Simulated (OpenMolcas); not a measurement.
**Levels of Ni⁴⁺ by method**

```yaml
Program: OpenMolcas 26.06
Basis: ANO-R2 [6s5p4d2f1g]
Scalar_Hamiltonian: X2C, finite nucleus
Active_space: 12 electrons in 8 orbitals (RAS1 3p, at most 2 holes; RAS2 3d)
State_averaging: 2S+1 = 5 even, 5 roots; 2S+1 = 3 even, 45 roots; 2S+1 = 1 even, 44 roots
Spin-orbit_coupling: RASSI with atomic mean-field integrals over the reference wave functions, term energies averaged over their components
```

Methods on the same reference wave functions:
A. RASSCF
B. SS-RASPT2, IPEA 0.25 Eh, imaginary shift 0.1 Eh (closed shells correlated: 3s)
C. MS-RASPT2, IPEA 0.25 Eh, imaginary shift 0.1 Eh (closed shells correlated: 3s)

Energies in eV above 3d6 5D4, the measured ground level; measured values from Corliss and Sugar, J. Phys. Chem. Ref. Data 10, 197 (1981).

```csv
Level,A,B,C,Measured
3d6 5D4,0.0000,0.0000,0.0000,0.0000
3d6 5D3,0.1057,0.1060,0.1059,0.1103
3d6 5D2,0.1779,0.1781,0.1782,0.1847
3d6 5D1,0.2239,0.2240,0.2242,0.2320
3d6 5D0,0.2464,0.2464,0.2467,0.2551
3d6 3P2(1),3.4970,3.339,3.330,3.2426
3d6 3P1(1),3.8099,3.653,3.641,3.5580
3d6 3H6,3.9214,3.404,3.403,3.3614
3d6 3P0(1),3.9256,3.773,3.761,3.6749
3d6 3H5,3.9684,3.453,3.453,3.4193
3d6 3F3(1),4.0410,3.742,3.738,3.6663
3d6 3F2(1),4.0822,3.788,3.779,3.7070
3d6 3G5,4.6706,4.194,4.193,4.1233
3d6 3G4,4.7603,4.291,4.289,4.2231
3d6 3G3,4.7983,4.328,4.327,4.2671
3d6 1G4(1),5.6144,5.355,5.349,5.2331
3d6 3D1,5.7015,5.278,5.278,5.1703
3d6 3D2,5.7029,5.278,5.278,5.1611
3d6 3D3,5.7369,5.312,5.312,5.1974
3d6 1I6,5.9054,5.184,5.184,5.1146
3d6 1S0,6.0039,6.054,6.050,5.9140
3d6 1D2,6.8016,6.264,6.264,6.0265
3d6 1F3,8.0831,7.348,7.348,7.1817
3d6 3P0(2),9.1456,8.480,8.495,8.2744
```

Deviations, from unrounded energies. A percentage is the sum of absolute deviations over the sum of measured energies, with the sign that they share, or ± where signs differ.

```
                        Against measurement  Levels      A     B     C
             mean absolute deviation (cm-1)      23   3400   710   700
      fine structure of the ground term (%)       4   -3.6  -3.5  -3.5
other terms of the ground configuration (%)      19  +10.7  +2.2  +2.2
```

B, C lie about equally close to measurement and A furthest from it. The largest miss of C in the table is 3d6 1D2, by +1900 cm-1. The ranking rests on the paired levels alone, and a cruder setting can come out closer through cancelling errors.

Between B and C the level of the table that moves most is 3d6 3P0(2), by 120 cm-1 (lowest in B, highest in C). Moves below CASPT2's spread within the term are not significant.

The mean deviations of B to C differ by less than CASPT2's widest spread within a term (1000 cm-1), so their order carries little weight.

From A to B the spin-free energies of the other terms of 3d6 shown, above 5D, scale by factors of 0.87 to 1.01.

The lowest spin-free term lies below A's lowest term by 0.446 hartree in B, 0.446 hartree in C.

Term energies are means over components that CASPT2 splits; among the terms shown or strongly mixed into the levels shown the widest spread is 1000 cm-1 (3d6 1I, C). Active for correlation alone: 3p; no level in the range computed is led by a configuration that opens it, so any true level of that kind is missing. The CASPT2 spread within a term exceeds the gap to the next term for 3d6 3D and 3d6 1G(1), so the order of their levels is uncertain (figures for B; the like holds for C). Without dynamic correlation excited terms often stand tens of per cent too high (terms of higher spin than the ground term too low), and those without a measured partner can miss by more than the paired ones (holds for A). Computed and measured levels are paired by configuration, term and J; levels that our copy of the source lacks, or whose pairing is in doubt (as where it misses far off the trend of its configuration), stay unpaired and out of the deviations. Levels of configurations outside the active space are missing. The table leaves out levels that lie high or whose names do not pair safely across all columns.

A number in round brackets counts repeated terms of one configuration in the order of the reference energies.
